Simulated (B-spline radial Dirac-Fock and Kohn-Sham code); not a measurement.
## Cu²⁺: eigenvalues, ΔSCF and the reference

System: Cu²⁺, configuration [Ar] 3d7 4s2 (an excited configuration).

The density-functional columns are spherical, spin-unpolarised Dirac-Kohn-Sham results without Breit or QED terms: −ε is minus the orbital energy of the initial state and ΔSCF the difference of two total energies. The reference in the last column comes from Dirac-Fock (average of configuration) total-energy differences with a finite nucleus, the Breit interaction including its frequency dependence, and self-energy and vacuum-polarisation corrections. All numbers are from a radial atomic solver, in eV; a selection of levels is shown. The Kohn-Sham columns are given as differences from the reference. For the 1s level of heavy atoms much of the gap between ΔSCF and the reference is the Breit and QED part, -16.2 eV here; for other levels the error of the functional can be larger.

| level | LDA −ε − DF | LDA ΔSCF − DF | Dirac-Fock |
| --- | --- | --- | --- |
| K (1s) | -162.6 | +15.0 | 9036.7 |
| L1 (2s) | -54.7 | -25.0 | 1159.9 |
| L2 (2p1/2) | -37.2 | -1.3 | 1011.9 |
| L3 (2p3/2) | -37.6 | -2.4 | 991.9 |
| M1 (3s) | -23.4 | -11.7 | 179.4 |
| M2 (3p1/2) | -15.8 | -4.3 | 131.0 |
| M3 (3p3/2) | -15.8 | -4.4 | 128.3 |
| M4,5 (3d) | -8.3 | +2.4 | 52.81 |
| N1 (4s) | -2.4 | +2.8 | 29.70 |

Values without a named source are computed, but for edge energies of neutral atoms, which are taken from tables.
